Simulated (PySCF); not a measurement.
## Orbital energies and ionisation energy

Compound: C4H11N2PSi.
SMILES with atom numbers: `[CH3:1][N:2]1[CH:3]=[CH:4][N:5]([CH3:6])[P:7]1[SiH3:8]` (hydrogens: H9, H10, H11 on C1; H12 on C3; H13 on C4; H14, H15, H16 on C6; H17, H18, H19 on Si8)

Structure used (PBE0-D3(BJ)/def2-SVP), in Å, numbered top down from 1:
```xyz
19
C4H11N2PSi angstrom
C      2.1008   -1.1110   -1.0496
N      0.9668   -0.8237   -0.1955
C      1.1733    0.0221    0.9138
C      0.2676    1.0063    1.0605
N     -0.7476    1.0373    0.0833
C     -1.0591    2.3099   -0.5341
P     -0.6063   -0.4319   -0.8700
Si    -1.8226   -1.7548    0.5467
H      2.5057   -0.2171   -1.5633
H      2.9099   -1.5523   -0.4461
H      1.8169   -1.8505   -1.8114
H      2.0145   -0.1723    1.5833
H      0.2548    1.7439    1.8663
H     -1.9273    2.2001   -1.1989
H     -1.3311    3.0381    0.2469
H     -0.2212    2.7343   -1.1210
H     -3.2702   -1.3989    0.4101
H     -1.6436   -3.1858    0.1459
H     -1.3938   -1.5748    1.9650
```

Level: PBE0/def2-SVPD (PySCF). Frontier orbitals with their largest atomic shares (Löwdin; up to four atoms above 4 %):

```json
{"orbital": "HOMO−3", "ε (eV)": "-9.00", "main atoms": "Si8 26 %, P7 15 %, H19 11 %, H18 8 %"}
{"orbital": "HOMO−2", "ε (eV)": "-7.44", "main atoms": "N2 29 %, N5 29 %, C1 7 %, C6 7 %"}
{"orbital": "HOMO−1", "ε (eV)": "-7.26", "main atoms": "P7 44 %, C3 14 %, C4 13 %, Si8 8 %"}
{"orbital": "HOMO", "ε (eV)": "-5.19", "main atoms": "?"}
{"orbital": "LUMO", "ε (eV)": "-0.30", "main atoms": "P7 34 %, Si8 11 %, N5 9 %, N2 9 %"}
{"orbital": "LUMO+1", "ε (eV)": "0.19", "main atoms": "P7 30 %, Si8 24 %, H19 9 %, C1 5 %"}
{"orbital": "LUMO+2", "ε (eV)": "0.61", "main atoms": "Si8 28 %, P7 9 %, H19 7 %, C6 6 %"}
```

Task: What vertical ionisation energy does ΔSCF give, and how far is −ε(HOMO) from it?

Result: ΔSCF: 6.85 eV (661 kJ/mol; threshold wavelength 181 nm); ⟨S²⟩ of the doublet left behind is 0.758, against 0.75 for a pure doublet. −ε(HOMO) is 5.19 eV, 1.66 eV below it. For the exact functional −ε(HOMO) would equal the first vertical ionisation energy; PBE0 (global hybrid, 25 % exact exchange) falls short of its own ΔSCF value by 24 %. Holes in the HOMO−1 and HOMO−2 were tried too where these lie within 1.2 eV of the HOMO; the lowest converged state counts.

Task: On which atoms does the HOMO lie?

Result: N5 (nitrogen bonded to 2 C and P) 20 %, N2 (nitrogen bonded to 2 C and P) 20 %, C3 (vinylic carbon bearing nitrogen) 12 %, C4 (vinylic carbon bearing nitrogen) 12 %, so no atom holds as much as 40 %. The HOMO−1 lies 2.07 eV lower.

Task: With α = 120.9 au, estimate the like-pair dispersion coefficient by London's formula C6 = (3/4)α²I.

Result: I = 0.2516 Eh, so C6 ≈ 2760 au; the Casimir–Polder integral at the same level gives 5140 au, 1.86 times as much.

Task: What total energies stand behind the ΔSCF value?

Result: E(N) = -898.42253 Eh and E(N − 1) = -898.17092 Eh at the same geometry, 0.25161 Eh apart.

Geometry: PBE0-D3(BJ)/def2-SVP, one conformer, isolated molecule.
